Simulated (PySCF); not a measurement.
**HgO: one state, many levels of theory**

State: ³Π (triplet), unpaired electrons σ ↑, π ↑. Set-up: basis Hg def2-SVP with ECP60, O def2-SVP; scalar-relativistic core potentials; PySCF 2.14. De refers to Hg + O in their high-spin ground configurations, without counterpoise correction. The functionals are run spin-unrestricted. A positive dipole means Hg(−)O(+). Levels whose curve was spin-contaminated or gave no clean fit are not listed.

```json
{"Level": "PBE", "Re (Å)": "2.230", "ωe (cm⁻¹)": "279", "De (eV)": "0.58", "μ (D)": "-1.54", "CPU s a point (SCF and correlation, without the integrals)": "0.78"}
{"Level": "r²SCAN", "Re (Å)": "2.204", "ωe (cm⁻¹)": "290", "De (eV)": "0.51", "μ (D)": "-1.59", "CPU s a point (SCF and correlation, without the integrals)": "1.1"}
{"Level": "r²SCANh", "Re (Å)": "2.221", "ωe (cm⁻¹)": "267", "De (eV)": "0.394", "μ (D)": "-1.58", "CPU s a point (SCF and correlation, without the integrals)": "1.1"}
{"Level": "PBE0", "Re (Å)": "2.271", "ωe (cm⁻¹)": "226", "De (eV)": "0.285", "μ (D)": "-1.55", "CPU s a point (SCF and correlation, without the integrals)": "1.2"}
{"Level": "B97-3", "Re (Å)": "2.341", "ωe (cm⁻¹)": "189", "De (eV)": "0.253", "μ (D)": "-1.59", "CPU s a point (SCF and correlation, without the integrals)": "0.64"}
{"Level": "MN15", "Re (Å)": "2.308", "ωe (cm⁻¹)": "180", "De (eV)": "0.203", "μ (D)": "-1.18", "CPU s a point (SCF and correlation, without the integrals)": "1.2"}
{"Level": "ωB97X", "Re (Å)": "2.294", "ωe (cm⁻¹)": "198", "De (eV)": "0.303", "μ (D)": "-1.50", "CPU s a point (SCF and correlation, without the integrals)": "0.87"}
```

The bond length runs from 2.204 Å (r²SCAN) to 2.341 Å (B97-3). De spans 0.20 eV (MN15, hybrid meta-GGA) to 0.58 eV (PBE, GGA).

The bond is weak. Basis-set superposition, not corrected here, can be much of De in a small basis, most of all at correlated wavefunction levels. Functionals without a dispersion term scatter widely for such bonds, and LDA overbinds them. These are scalar-relativistic numbers at best; spin–orbit coupling would shift them, the dissociation energy most. The state was picked by a PBE0 search and need not be the measured ground state.

The whole job (state search and all levels along the bond) took about 5 min on 1 thread of Arm Neoverse N1 (shared host), peak memory 0.54 GiB.
